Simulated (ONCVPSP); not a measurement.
# bromine, ONCV: configuration errors across variants

* Element: bromine
* Generator: ONCVPSP 4.0.1
* Type: optimised norm-conserving Vanderbilt (ONCV)
* Functional: LDA (Perdew-Wang 92)
* Relativity: scalar-relativistic
* Frozen core: [Ar]
* Valence charge: 17
* Reference configuration: 3d10 4s1 4p6
* Partial waves: 4s: rc 1.35 bohr, ncon 4, nbas 8, qcut 5.1 1/bohr, 2 projectors, debl 2.3 Ha; 4p: rc 1.45 bohr, ncon 4, nbas 9, qcut 5.5 1/bohr, 2 projectors, debl 3.9 Ha; 3d: rc 0.55 bohr, ncon 4, nbas 7, qcut 16.8 1/bohr, 2 projectors, debl 3.4 Ha
* Local potential: polynomial inside 0.40 bohr (lpopt 4, dvloc0 0 Ha)
* Core correction: polynomial model core, fcfact 0.6

All-electron excitation energies from the reference (eV): (1) 3d10 4s2 4p5 -12.421; (2) 3d10 4s2 4p4 0.283; (3) 3d10 4s2 4p3 23.224; (4) 3d9 4s2 4p6 52.046.

A true bound ghost makes a file unfit for plane-wave use even where its test errors are small: the radial tests pick states by their node count and pass the ghost by.

Errors AE − PS in meV (a dash: test not solved or not reliable):

```tsv
change	(1)	(2)	(3)	(4)	bound ghosts	GHOST(+) flags above zero
base	-0.3	-2.7	-4.7	-955	s, p	s, d
local potential polynomial inside 0.40 bohr (lpopt 4, dvloc0 5.5 Ha)	-0.3	-2.8	-5.0	-961	s, p	s, d
core correction polynomial model core, fcfact 0.26	-0.2	-2.7	-4.7	-928	s, p	s, d
```

Task: Give the same row for: s: rc 1.36.

Result: -0.2, -2.7, -4.7, -955; bound ghosts: s, p; GHOST(+) flags above zero: s, d.
